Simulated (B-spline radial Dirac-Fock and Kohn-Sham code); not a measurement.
# Relativistic shifts of the levels of Mo

System: the free molybdenum atom, configuration [Kr] 4d5 5s1.

Both columns are ΔSCF binding energies of the configuration average from a B-spline atomic structure program: non-relativistic Hartree-Fock with a point nucleus, and Dirac-Fock with a finite nucleus and the Coulomb interaction alone, averaged over the two j levels with weights 2j+1.

```tsv
shell	Hartree-Fock (eV)	Dirac-Fock (eV)	shift (eV)	shift (%)
1s	19567.8	20061.3	+493.52	+2.52
2s	2768.6	2885.0	+116.44	+4.21
2p	2537.2	2568.1	+30.97	+1.22
3s	494.0	516.2	+22.26	+4.51
3p	404.1	410.1	+5.98	+1.48
3d	239.8	236.0	-3.78	-1.58
4p	44.21	44.88	+0.67	+1.51
4d	6.65	6.28	-0.37	-5.61
5s	5.34	5.62	+0.28	+5.28
```

Relativity binds 1s, 2s, 2p, 3s, 3p, 4p, 5s more strongly, among those listed most of all 5s in relative terms, and 3d, 4d more weakly, because the contracted s and p shells screen the nucleus better.

Values without a named source are computed, but for edge energies of neutral atoms, which are taken from tables.
